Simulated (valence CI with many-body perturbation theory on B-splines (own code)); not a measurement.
E1 transitions of In42+

Method: valence CI with perturbative core correlation (CI+MBPT): five valence electrons over a frozen Dirac-Fock core [He], a basis of 11 s, 11 p, 10 d, 8 f, 5 g, 2 h functions for each j, with the one-electron correlation potential Σ1, the two-electron term Σ2, the three-electron term Σ3, Breit, model QED; selected CI, second order for the rest, scaled by the run's own slope (own B-spline code, finite nucleus).

The last digits are not significant, and no measured levels were compared; by estimate large intervals hold to a few tenths of a per cent, small ones and those within an open d or f shell to about a per cent. Among the levels kept, up to 7100 cm⁻¹ of a level comes from second order outside the variational space, and about a tenth of that is noise between levels of different J, which matters for small intervals.

Lines 151 to 200 of 600 in falling wavelength, among levels below 4696.1 eV, chosen from the strongest by gf and those to the six lowest levels. Wavelengths and rates use the calculated energies. Electric multipoles are in the length gauge, E1 and E2 with the static RPA response of the core. Weak lines are less certain than strong ones. Lines between different terms over intervals too small for the method are left out, as are lines whose strength nearly cancels. The highest levels of a list are the least certain.

Levels are named by their leading jj configuration (3d3/2^4 stands for four electrons in 3d with j = 3/2), which in mixed levels can hold well under half, so a name can repeat and another be missing. Letters in brackets count levels of one name in rising energy.

| λ vac (Å) | Upper | Lower | A (s⁻¹) | log gf | Branch % |
| --- | --- | --- | --- | --- | --- |
| 93.87 | (2s 2p1/2 2p3/2^2 3d3/2) J=3/2 [c] | (2s 2p1/2 2p3/2^2 3p1/2) J=1/2 [a] | 1.76e+10 | -1.03 | 0.0 |
| 93.64 | (2s 2p1/2 2p3/2^2 3p3/2) J=9/2 | (2s 2p1/2^2 2p3/2 3d5/2) J=7/2 [a] | 1.00e+10 | -0.88 | 3.9 |
| 93.32 | (2s^2 2p1/2 2p3/2 3p3/2) J=5/2 [b] | (2s^2 2p1/2 2p3/2 3s) J=3/2 [b] | 2.97e+10 | -0.63 | 1.0 |
| 93.29 | (2s 2p1/2^2 2p3/2 3d3/2) J=3/2 [b] | (2s 2p1/2^2 2p3/2 3p1/2) J=1/2 | 1.68e+10 | -1.06 | 0.0 |
| 92.37 | (2s^2 2p1/2 2p3/2 3d3/2) J=1/2 [a] | (2s^2 2p1/2 2p3/2 3p1/2) J=1/2 | 3.49e+10 | -1.05 | 0.1 |
| 91.77 | (2s 2p1/2 2p3/2^2 3d5/2) J=7/2 [a] | (2s 2p1/2 2p3/2^2 3p1/2) J=5/2 [b] | 8.24e+09 | -1.08 | 0.0 |
| 91.74 | (2s 2p1/2^2 2p3/2 3p3/2) J=1/2 [b] | (2s 2p1/2^2 2p3/2 3s) J=1/2 | 5.89e+10 | -0.83 | 1.6 |
| 91.32 | (2s 2p1/2^2 2p3/2 3p3/2) J=7/2 | (2s^2 2p1/2 2p3/2 3p3/2) J=5/2 [b] | 7.39e+09 | -1.13 | 0.7 |
| 91.18 | (2s^2 2p1/2 2p3/2 3p3/2) J=5/2 [b] | (2s^2 2p1/2 2p3/2 3s) J=5/2 | 1.74e+10 | -0.89 | 0.6 |
| 91.12 | (2s^2 2p3/2^2 3d3/2) J=3/2 [b] | (2s^2 2p3/2^2 3p1/2) J=1/2 | 1.82e+10 | -1.04 | 0.0 |
| 90.58 | (2s 2p1/2^2 2p3/2 3p1/2) J=5/2 | (2s^2 2p1/2 2p3/2 3p1/2) J=3/2 [b] | 1.11e+10 | -1.09 | 0.0 |
| 90.14 | (2s 2p1/2^2 2p3/2 3p3/2) J=5/2 [a] | (2s 2p1/2^2 2p3/2 3s) J=5/2 | 3.05e+10 | -0.65 | 0.1 |
| 90.11 | (2s 2p1/2 2p3/2^2 3p1/2) J=3/2 [c] | (2s 2p1/2 2p3/2^2 3s) J=3/2 [a] | 1.59e+10 | -1.11 | 0.0 |
| 87.87 | (2s 2p1/2 2p3/2^2 3p3/2) J=1/2 [d] | (2s 2p1/2 2p3/2^2 3s) J=3/2 [c] | 3.17e+10 | -1.13 | 0.1 |
| 87.45 | (2s 2p1/2 2p3/2^2 3p3/2) J=5/2 [b] | (2s 2p1/2 2p3/2^2 3s) J=7/2 | 1.07e+10 | -1.13 | 0.0 |
| 86.90 | (2s 2p1/2 2p3/2^2 3p3/2) J=3/2 [f] | (2s 2p1/2 2p3/2^2 3s) J=3/2 [c] | 4.17e+10 | -0.72 | 0.1 |
| 85.09 | (2s^2 2p1/2 2p3/2 3p3/2) J=1/2 [b] | (2s^2 2p1/2 2p3/2 3s) J=3/2 [b] | 6.04e+10 | -0.88 | 2.5 |
| 84.72 | (2s^2 2p3/2^2 3p3/2) J=3/2 [a] | (2s^2 2p3/2^2 3s) J=3/2 | 4.09e+10 | -0.75 | 0.6 |
| 82.96 | (2s 2p1/2 2p3/2^2 3p3/2) J=1/2 [d] | (2s 2p1/2 2p3/2^2 3s) J=1/2 [b] | 3.86e+10 | -1.10 | 0.2 |
| 82.18 | (2s 2p1/2 2p3/2^2 3p1/2) J=7/2 | (2s^2 2p3/2^2 3p1/2) J=5/2 | 2.02e+10 | -0.79 | 0.2 |
| 82.10 | (2s 2p1/2^2 2p3/2 3s) J=5/2 | (2s^2 2p1/2 2p3/2 3s) J=5/2 | 1.75e+10 | -0.97 | 0.2 |
| 79.35 | (2s 2p1/2^2 2p3/2 3d5/2) J=7/2 [a] | (2s 2p1/2^2 2p3/2 3p1/2) J=5/2 | 1.21e+10 | -1.04 | 0.0 |
| 77.90 | (2s 2p1/2 2p3/2^2 3s) J=7/2 | (2s^2 2p3/2^2 3s) J=5/2 | 1.52e+10 | -0.96 | 0.1 |
| 76.70 | (2p1/2^2 2p3/2^2 3p1/2) J=5/2 | (2s 2p1/2 2p3/2^2 3p1/2) J=3/2 [d] | 1.44e+10 | -1.12 | 0.0 |
| 74.06 | (2s 2p1/2^2 2p3/2 3s) J=5/2 | (2s^2 2p1/2 2p3/2 3s) J=3/2 [a] | 1.56e+10 | -1.11 | 0.1 |
| 71.98 | (2s 2p1/2^2 2p3/2^2) J=5/2 | (2s^2 2p1/2 2p3/2^2) J=5/2 | 6.23e+09 | -1.54 | 5.4 |
| 71.16 | (2s 2p1/2 2p3/2^2 3p3/2) J=5/2 [e] | (2s 2p1/2 2p3/2^2 3s) J=5/2 [b] | 1.63e+10 | -1.13 | 0.2 |
| 68.57 | (2p1/2^2 2p3/2^2 3s) J=5/2 | (2s 2p1/2 2p3/2^2 3s) J=5/2 [c] | 1.85e+10 | -1.11 | 0.2 |
| 68.51 | (2p1/2^2 2p3/2^2 3p3/2) J=7/2 | (2s 2p1/2 2p3/2^2 3p3/2) J=7/2 [c] | 1.32e+10 | -1.13 | 0.0 |
| 66.80 | (2p1/2^2 2p3/2^2 3p1/2) J=5/2 | (2s 2p1/2 2p3/2^2 3p1/2) J=5/2 [d] | 2.11e+10 | -1.07 | 0.1 |
| 65.01 | (2p1/2^2 2p3/2^2 3s) J=3/2 | (2s 2p1/2 2p3/2^2 3s) J=3/2 [c] | 3.15e+10 | -1.10 | 0.1 |
| 65.00 | (2s 2p1/2^2 2p3/2^2) J=5/2 | (2s^2 2p1/2 2p3/2^2) J=3/2 | 1.40e+10 | -1.27 | 12.1 |
| 64.32 | (2p1/2^2 2p3/2^2 3s) J=5/2 | (2s 2p1/2 2p3/2^2 3s) J=3/2 [b] | 2.42e+10 | -1.05 | 0.3 |
| 60.44 | (2s 2p1/2^2 2p3/2^2) J=1/2 | (2s^2 2p1/2 2p3/2^2) J=1/2 | 2.52e+10 | -1.56 | 5.7 |
| 56.75 | (2p1/2^2 2p3/2^2 3p1/2) J=3/2 | (2s 2p1/2 2p3/2^2 3p1/2) J=5/2 [c] | 5.16e+10 | -1.00 | 0.1 |
| 53.13 | (2s 2p1/2^2 2p3/2^2) J=3/2 | (2s^2 2p1/2 2p3/2^2) J=5/2 | 2.49e+10 | -1.38 | 3.4 |
| 52.51 | (2p1/2^2 2p3/2^2 3p3/2) J=5/2 | (2s 2p1/2 2p3/2^2 3p3/2) J=7/2 [b] | 5.65e+10 | -0.85 | 0.1 |
| 52.41 | (2p1/2^2 2p3/2^2 3s) J=3/2 | (2s 2p1/2 2p3/2^2 3s) J=5/2 [b] | 8.33e+10 | -0.86 | 0.2 |
| 52.22 | (2p1/2^2 2p3/2^2 3p3/2) J=7/2 | (2s 2p1/2 2p3/2^2 3p3/2) J=9/2 | 5.87e+10 | -0.72 | 0.1 |
| 51.95 | (2p1/2^2 2p3/2^2 3p1/2) J=5/2 | (2s 2p1/2 2p3/2^2 3p1/2) J=7/2 | 6.73e+10 | -0.79 | 0.2 |
| 51.63 | (2p1/2^2 2p3/2^2 3s) J=5/2 | (2s 2p1/2 2p3/2^2 3s) J=7/2 | 5.36e+10 | -0.89 | 0.6 |
| 49.23 | (2s 2p1/2^2 2p3/2^2) J=3/2 | (2s^2 2p1/2 2p3/2^2) J=3/2 | 9.55e+09 | -1.86 | 1.3 |
| 48.87 | (2p1/2^2 2p3/2^3) J=3/2 | (2s 2p1/2 2p3/2^3) J=5/2 | 8.75e+10 | -0.90 | 7.9 |
| 46.14 | (2p1/2^2 2p3/2^2 3p3/2) J=7/2 | (2s 2p1/2 2p3/2^2 3p3/2) J=7/2 [a] | 2.92e+10 | -1.13 | 0.0 |
| 34.32 | (2s 2p1/2 2p3/2^2 3d5/2) J=9/2 [a] | (2s^2 2p1/2 2p3/2 3d5/2) J=7/2 [a] | 4.56e+10 | -1.09 | 45.9 |
| 33.91 | (2s 2p1/2 2p3/2^2 3s) J=5/2 [a] | (2s^2 2p1/2 2p3/2 3s) J=3/2 [a] | 8.59e+10 | -1.05 | 0.3 |
| 33.74 | (2s 2p1/2 2p3/2^2 3p3/2) J=7/2 [a] | (2s^2 2p1/2 2p3/2 3p3/2) J=5/2 [a] | 7.33e+10 | -1.00 | 0.9 |
| 33.63 | (2s 2p1/2 2p3/2^2 3p3/2) J=7/2 [b] | (2s^2 2p1/2 2p3/2 3p3/2) J=5/2 [b] | 5.52e+10 | -1.13 | 0.2 |
| 32.80 | (2s 2p1/2 2p3/2^2 3d5/2) J=11/2 | (2s^2 2p1/2 2p3/2 3d5/2) J=9/2 | 6.44e+10 | -0.90 | 82.0 |
| 32.47 | (2s 2p1/2 2p3/2^2 3p3/2) J=9/2 | (2s^2 2p1/2 2p3/2 3p3/2) J=7/2 | 6.88e+10 | -0.96 | 26.5 |
